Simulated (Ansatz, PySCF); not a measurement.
C2H6Cl2Si, charge -1, doublet, geometry from GFN2-xTB (a state made from the parent by changing its charge; the spin is typed, not shown lowest) (in this run its highest filled SCF level lies above zero, so its values depend strongly on the basis, on diffuse functions most of all). Base run: PySCF with BLYP/6-31G*.

Here is a job for PySCF.
```python
from pyscf import gto, scf, dft

mol = gto.M(
    atom='''
C     1.426503   -1.097659   -0.303157
Si    0.012137    0.165091   -0.031653
C    -1.563882   -0.702178    0.626223
Cl    0.763054    0.791788    2.132207
Cl   -0.694527    0.100648   -2.290706
H     1.114208   -1.878587   -0.992805
H     2.307286   -0.620121   -0.724039
H     1.717031   -1.556742    0.638562
H    -2.371764    0.008473    0.778866
H    -1.912416   -1.451103   -0.081068
H    -1.364969   -1.185582    1.579703
''',
    basis='6-31g*',
    charge=-1,
    spin=1,
    verbose=4,
)

mf = dft.UKS(mol)
mf.xc = 'blyp'
mf.kernel()
```

The same geometry, method and basis name were run in Ansatz (a quantum-chemistry and plane-wave program) and PySCF, at each program's defaults and at the settings that a row names. The base is PySCF at its defaults. Differences at the defaults can come from grids, fitting, cores and function types together.

```tsv
code and settings	ΔE vs base (mEh)	basis functions	E (Eh)	SCF cycles
PySCF, defaults (exact integrals, its default grid, spherical functions)	0.000	94	-1289.69732	10
Ansatz, defaults (factorised integrals, its default grid, Cartesian functions)	-11.791	99	-1289.70911	-
PySCF, density fitting with def2-universal-jkfit	-0.104	94	-1289.69743	10
PySCF, fine grid	0.000	94	-1289.69732	10
Ansatz, high accuracy, Cartesian functions as the basis file defines them	-11.789	99	-1289.70911	-
```

Open shells are given as the SCF converged; they aren't shown to be the lowest states, and a large step between rows can be another state.
